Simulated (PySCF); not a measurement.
## Electronic structure of Ba(2+) (barium, charge +2) at the UHF level

Configuration: [Xe], closed-shell 1S. All numbers are calculated (PySCF 2.14, scalar relativity by spin-free X2C-1e, in cc-pVDZ-X2C (7s6p4d, 45 functions)).

```
Total energy                        : -8131.134050 hartree
One-electron energy                 : -11074.9766 hartree
Hartree (Coulomb) energy            : 3140.5535 hartree
Exchange energy                     : -196.7110 hartree
⟨S²⟩                                : 0.0000
⟨L²⟩                                : 0.000
Sum of ⟨r⟩                          : 34.20 bohr
Sum of ⟨r²⟩                         : 44.34 bohr²
Langevin diamagnetic susceptibility : -35.1 ×10⁻⁶ cm³/mol
Time after the integrals            : 0.12 s of wall time on 1 thread of Intel(R) Xeon(R) 6975P-C (shared host)
```

```csv
shell,electrons,mean orbital energy (eV),"rms radius, mean of both spins (bohr)"
1s,2,-37634.6,0.0292
2s,2,-6065.2,0.119
2p,6,-5438.1,0.106
3s,2,-1335.5,0.311
3p,6,-1129.1,0.311
3d,10,-827.08,0.289
4s,2,-291.10,0.715
4p,6,-221.59,0.761
4d,10,-116.95,0.862
5s,2,-55.372,1.75
5p,6,-36.217,2.02
```

Spin-orbit coupling, which splits the p, d and f shells strongly at this Z, is absent.

Densities and radii are taken from the X2C orbitals without a picture-change correction, which distorts them close to the nucleus.
